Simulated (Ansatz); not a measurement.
`[F][Ga]([F])[O][SiH3]` + H₂O → `[OH][Ga]([F])[O][SiH3]` + H–F at 400 K and 1 bar (formal hydrolysis of a Ga–F bond).

Isolated molecules relaxed with PBE0-D4/def2-TZVP in Ansatz; ΔE leaves out vibrations. CBS: MP2 limit from def2 TZ/QZ plus the TZ coupled-cluster correction, frozen cores. This one scheme is used for every species. For Ga outer-core shells are correlated without core-valence functions, which leaves a few kJ/mol of doubt a bond. Scalar relativity is left out up to krypton. Each species was taken in one conformer, which may not be the lowest.

| species | CCSD(T)/CBS energy (Eh) | H − E (kJ/mol) | S (J/(mol·K)) |
| --- | --- | --- | --- |
| `[F][Ga]([F])[O][SiH3]` | -2489.72997 | 123.0 | 421.6 |
| H₂O | -76.37941 | 69.8 | 198.6 |
| `[OH][Ga]([F])[O][SiH3]` | -2465.70830 | 155.7 | 427.6 |
| H–F | -100.39570 | 36.5 | 182.2 |

H − E and S are ideal-gas, rigid-rotor, harmonic terms from PBE0-D4/def2-TZVP, for one conformer and one mirror image of each species. 1 Eh = 2625.50 kJ/mol, R = 8.31446 J/(mol·K).

Q: By hand: ΔE, ΔH, ΔS and ΔG.

A: ΔE = (-2465.70830) + (-100.39570) − (-2489.72997) − (-76.37941) = 0.00538 Eh = 14.1 kJ/mol. Δ(H − E) = 155.7 + 36.5 − 123.0 − 69.8 = -0.6, so ΔH = 13.5 kJ/mol. ΔS = 427.6 + 182.2 − 421.6 − 198.6 = -10.4 J/(mol·K). ΔG = 13.5 − 400 × (-10.4)/1000 = 17.7 kJ/mol.

Q: By hand: the equilibrium constant, and the temperature at which ΔG would vanish if ΔH and ΔS stayed fixed.

A: log₁₀ K = −ΔG/(RT ln 10) = -2.3. ΔH and −TΔS have one sign here, so there is no such temperature.

The number of gas molecules stays the same, so ΔS is small and ΔH decides. A doubt of 5 kJ/mol in ΔE shifts log₁₀ K by 0.7 here. Other conformers and mirror images would add mixing entropy, several J/(mol·K) or more a flexible species. Modes under 60 cm⁻¹, often nearly free rotors, make the harmonic entropy too high. These are equilibria of isolated gas molecules and say nothing of rates. Largest T1 diagnostic: 0.014 (customary marks: 0.02 for closed shells, 0.045 for open ones).

ΔS is within the doubt of such terms, so its sign, and with it that verdict, could turn.
